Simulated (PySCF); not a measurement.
## B3H6N3O

The system: B3H6N3O, a molecule; neutral, singlet. The structure, one conformer, was relaxed in the gas phase by PBE0-D3(BJ)/def2-SVP. No frequency run checks that it is a minimum.

SMILES: OB1NBNBN1

```tsv
atom	x (Å)	y (Å)	z (Å)
N1	0.702	1.185	-0.101
B2	-0.684	1.478	-0.205
N3	-1.597	0.380	-0.125
B4	-1.163	-0.966	0.054
N5	0.239	-1.206	0.152
B6	1.207	-0.144	0.079
O7	2.562	-0.324	0.169
H8	1.375	1.938	-0.154
H9	-1.079	2.612	-0.356
H10	-2.589	0.566	-0.196
H11	-1.955	-1.879	0.121
H12	0.542	-2.163	0.281
H13	2.828	-1.239	0.286
```

Shieldings: GIAO PBE0/pcSseg-1. Shifts are against computed references at the same level: H TMS (σ 31.27 ppm). Core levels by delta-SCF with SCAN, pcX-2 on the ionised atom and pcseg-1 elsewhere, spin-free X2C; from the vacuum level, for chosen atoms.

Give the shieldings and core levels atom by atom.


```json
{"atoms": "N1", "bonded to": "2 B + 1 H", "σ (ppm)": "143.5", "δ (ppm)": "-", "core level (eV)": "1s 404.47"}
{"atoms": "B2", "bonded to": "2 N + 1 H", "σ (ppm)": "72.3", "δ (ppm)": "-", "core level (eV)": "1s 195.67"}
{"atoms": "N3", "bonded to": "2 B + 1 H", "σ (ppm)": "127.0", "δ (ppm)": "-", "core level (eV)": "-"}
{"atoms": "B4", "bonded to": "2 N + 1 H", "σ (ppm)": "72.2", "δ (ppm)": "-", "core level (eV)": "-"}
{"atoms": "N5", "bonded to": "2 B + 1 H", "σ (ppm)": "145.3", "δ (ppm)": "-", "core level (eV)": "1s 404.68"}
{"atoms": "B6", "bonded to": "2 N + 1 O", "σ (ppm)": "78.6", "δ (ppm)": "-", "core level (eV)": "1s 196.81"}
{"atoms": "O7", "bonded to": "1 B + 1 H", "σ (ppm)": "244.2", "δ (ppm)": "-", "core level (eV)": "1s 538.87"}
{"atoms": "H8", "bonded to": "1 N", "σ (ppm)": "26.59", "δ (ppm)": "4.68", "core level (eV)": "-"}
{"atoms": "H9", "bonded to": "1 B", "σ (ppm)": "26.57", "δ (ppm)": "4.70", "core level (eV)": "-"}
{"atoms": "H10", "bonded to": "1 N", "σ (ppm)": "26.09", "δ (ppm)": "5.18", "core level (eV)": "-"}
{"atoms": "H11", "bonded to": "1 B", "σ (ppm)": "26.61", "δ (ppm)": "4.66", "core level (eV)": "-"}
{"atoms": "H12", "bonded to": "1 N", "σ (ppm)": "27.26", "δ (ppm)": "4.01", "core level (eV)": "-"}
{"atoms": "H13", "bonded to": "1 O", "σ (ppm)": "28.71", "δ (ppm)": "2.56", "core level (eV)": "-"}
```

Values are those of this one static structure; atoms that internal rotation interchanges would show their mean in an NMR spectrum.

The core-hole state of B2 is spin-contaminated (⟨S²⟩ 0.80 against 0.75 for a pure doublet), so that value and differences from it are less sure.

By CAM-B3LYP/def2-SVPD (TDDFT singlets, Tamm-Dancoff triplets, ionisation by delta-SCF), where does absorption start, and what does vertical ionisation take?

The first singlet with intensity lies at 6.97 eV (f 0.041); what lies below it is dark. The lowest singlet lies at 6.89 eV (f 0.000), the strongest of the first 6 at 7.99 eV (f 0.135), the lowest triplet at 6.40 eV; vertical ionisation takes 9.89 eV.
